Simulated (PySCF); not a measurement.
TiF2(OMe)2, C₂H₆F₂O₂Ti (singlet state).
Cartesian coordinates in Å at the PBE0-D3(BJ)/def2-SVP level; atoms count from 1:
```xyz
13
C2H6F2O2Ti angstrom
Ti     1.039    0.015    0.847
F      1.017    0.017    2.599
F      2.700   -0.020    0.286
O      0.267    1.466    0.256
C     -0.491    2.401   -0.428
H     -0.953    3.110    0.279
H     -1.296    1.912   -1.004
H      0.141    2.972   -1.128
O      0.213   -1.406    0.261
C     -0.502   -2.417   -0.358
H      0.151   -2.992   -1.035
H     -1.337   -2.003   -0.948
H     -0.918   -3.108    0.394
```

Method used: PBE0-D3(BJ)/def2-SVP geometry optimisation, gas phase in PySCF 2.14.0.

(1) Which atoms are bound to Ti1, and at what distances?

(2) List the angles at Ti1.

(3) What is the shape at Ti1?

(4) What are the other bond lengths?

(5) Give some angles away from the centre.

(6) What are the rotational constants (commonest isotopes, rigid rotor)?

Results:

(1) 4 atoms: O9 1.744 Å, O4 1.746 Å, F2 1.753 Å, F3 1.753 Å. The nearest atom not counted as bound is C5, at 3.11 Å.

(2) 
```csv
angle,degrees,distance of the outer atoms (Å)
O4–Ti1–O9,110.7,2.87
F2–Ti1–F3,109.4,2.86
F2–Ti1–O4,109.3,2.85
F2–Ti1–O9,109.3,2.85
F3–Ti1–O4,109.1,2.85
F3–Ti1–O9,109.0,2.85
```

(3) Tetrahedral: angles from 109.0° to 110.7°; τ4 = (360° − α − β)/141° = 0.99 with α and β the two widest (0 for a square, 1 for a tetrahedron).

(4) O4–C5, O9–C10 1.384 Å; C5–H6 and 5 like bonds 1.103 Å.

(5) Ti1–O4–C5 166.0°, Ti1–O9–C10 171.6°.

(6) A = 1965, B = 1525, C = 1184 MHz: an asymmetric top.

Point group: near C2v, missed by 0.20 Å at most; the miss may be what the optimiser left on a soft mode. Charge 0, singlet. PBE0-D3(BJ)/def2-SVP frequencies: not computed here.
